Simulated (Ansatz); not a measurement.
`F[Si](F)(F)[SeH]` + H₂ → `F[SiH](F)[SeH]` + H–F at 600 K and 1 bar (hydrogenolysis of the Si–F bond).

Isolated molecules relaxed with PBE0-D4/def2-TZVP in Ansatz; ΔE leaves out vibrations. CCSD(T)/CBS is the MP2 limit (def2-TZVPP, def2-QZVPP) plus CCSD(T) − MP2 in def2-TZVPP, frozen cores. This one scheme is used for every species. For Se outer-core shells are correlated without core-valence functions, which leaves a few kJ/mol of doubt a bond. Scalar relativity is left out up to krypton. One conformer a species, not always the lowest.

```csv
species,CCSD(T)/CBS energy (Eh),H − E (kJ/mol),S (J/(mol·K))
`F[Si](F)(F)[SeH]`,-2990.00244,97.9,418.1
H₂,-1.17544,43.9,150.8
`F[SiH](F)[SeH]`,-2890.73294,107.1,394.5
H–F,-100.39570,42.3,194.0
```

H − E and S are ideal-gas, rigid-rotor, harmonic terms from PBE0-D4/def2-TZVP, for one conformer and one mirror image of each species. The MP2-based limit puts H₂ 0.8 mEh under its directly extrapolated value; such offsets cancel only in part. 1 Eh = 2625.50 kJ/mol, R = 8.31446 J/(mol·K).

Problem. By hand: ΔE, ΔH, ΔS and ΔG.

Solution. ΔE = (-2890.73294) + (-100.39570) − (-2990.00244) − (-1.17544) = 0.04924 Eh = 129.3 kJ/mol. Δ(H − E) = 107.1 + 42.3 − 97.9 − 43.9 = 7.6, so ΔH = 136.9 kJ/mol. ΔS = 394.5 + 194.0 − 418.1 − 150.8 = 19.6 J/(mol·K). ΔG = 136.9 − 600 × (19.6)/1000 = 125.1 kJ/mol.

Problem. By hand: the equilibrium constant, and the temperature at which ΔG would vanish if ΔH and ΔS stayed fixed.

Solution. log₁₀ K = −ΔG/(RT ln 10) = -10.9. ΔG = 0 at ΔH/ΔS = 6985 K, far beyond where these terms or the molecules hold.

ΔH outweighs TΔS. A doubt of 5 kJ/mol in ΔE shifts log₁₀ K by 0.4 here. Other conformers and mirror images would add mixing entropy, several J/(mol·K) or more a flexible species. These are equilibria of isolated gas molecules and say nothing of rates. Largest T1 diagnostic: 0.011 (customary marks: 0.02 for closed shells, 0.045 for open ones).
